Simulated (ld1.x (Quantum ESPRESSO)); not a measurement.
**bismuth, TM: configuration errors across variants**

ld1.x (Quantum ESPRESSO) 7.5 input, shortened:

```
&input
   title='Bi', zed=83., rel=1, dft='PW91', iswitch=3,
   config='[Xe] 4f14 5d10 6s2 6p1 6d-2'
 /
 &inputp
   pseudotype=2, tm=.true., lloc=2,
   nlcc=.true., rcore=1.50
 /
3
6S  1  0   2.00   0.00  1.60  1.60  0.0
6P  2  1   1.00   0.00  2.05  2.05  0.0
6D  3  2  -2.00   0.45  1.80  1.80  0.0
 &test
   configts(1)='6s2 6p1'
 /
```

All-electron excitation energies from the reference (eV): (1) 6s2 6p3 -23.295; (2) 6s2 6p2 -15.323; (3) 6s2 6p0 23.434; (4) 6s2 6p3.3 -24.403; (5) 6s1 6p0 68.957; (6) 6s0 6p5 -2.741; (7) 6s1 6p3 -4.479.

5 further variants failed, have other tests or another functional or relativity, and are left out.

A true bound ghost makes a file unfit for plane-wave use even where its test errors are small: the radial tests pick states by their node count and pass the ghost by.

Errors AE − PS in meV (a dash: test not solved or not reliable):

```csv
change,(1),(2),(3),(4),(5),(6),(7),bound ghosts
base,-48,-17,-64,-54,-464,-62,-12,"s, p"
core correction a·sin(br)/r model core inside 0.96 bohr,-48,-17,-64,-54,-465,-63,-13,"s, p"
wave 6p (bound): rc 2.05 bohr becomes 6p (bound): rc 2.04 bohr,-48,-17,-64,-54,-464,-62,-12,"s, p"
"all radii but the core radius scaled by about 1.12 (s 1.78, p 2.30, d 2.02 bohr)",-50,-17,-61,-58,-442,-68,-14,"s, p"
wave 6d channel at 0.45 Ry: rc 1.80 bohr becomes 6d channel at -0.14 Ry: rc 1.80 bohr,-51,-18,-65,-57,-468,-62,-12,"s, p"
```

(1) Give the same row for: wave 6s (bound): rc 1.60 bohr becomes 6s (bound): rc 1.52 bohr.

## Answers

(1) -48, -17, -64, -54, -468, -76, -16; bound ghosts: s, p.
